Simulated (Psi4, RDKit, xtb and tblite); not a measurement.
Conformational energy of SMILES C=CCO[SiH3] (C₃H₈OSi). Scanned: dihedral C1–C2–C3–O4 and dihedral C2–C3–O4–Si5; all other coordinates were relaxed at GFN2-xTB. Points at φ and −φ are mirror images. Heavy atoms are numbered in the order of the SMILES C=CCO[SiH3], hydrogens after them in the order of the atoms that carry them; the mirror image has the same energies with the sign of each dihedral reversed.

- GFN2-xTB (xtb and tblite)
- MMFF94 // GFN2-xTB (RDKit)
- PBE/def2-SVP // GFN2-xTB (Psi4)
- PBE-D3(BJ)/def2-SVP // GFN2-xTB (Psi4)
- UFF // GFN2-xTB (RDKit)

Energies in kcal/mol at chosen points (x: dihedral C1–C2–C3–O4 (°); y: dihedral C2–C3–O4–Si5 (°)), relative to x = -60, y = 180:

```
method               (0, 0)  (30, 150)  (-60, 60)  (-90, -150)  (-120, 150)  (60, 60)  (150, 180)
-------------------  ------  ---------  ---------  -----------  -----------  --------  ----------
GFN2-xTB                0.1       -0.7       -0.4         -0.4         -1.2      -0.9        -1.4
MMFF94                 18.1       -0.4        8.1         -0.3         -2.0       2.6        -1.7
PBE/def2-SVP            0.1       -1.9        0.5         -0.9         -2.3      -0.4        -2.3
PBE-D3(BJ)/def2-SVP    -0.4       -2.0       -0.1         -0.8         -2.2      -0.8        -2.2
UFF                    36.9        3.6       10.9          2.4          2.4       1.4         1.6
```

MMFF94 has few fitted parameters for silicon.
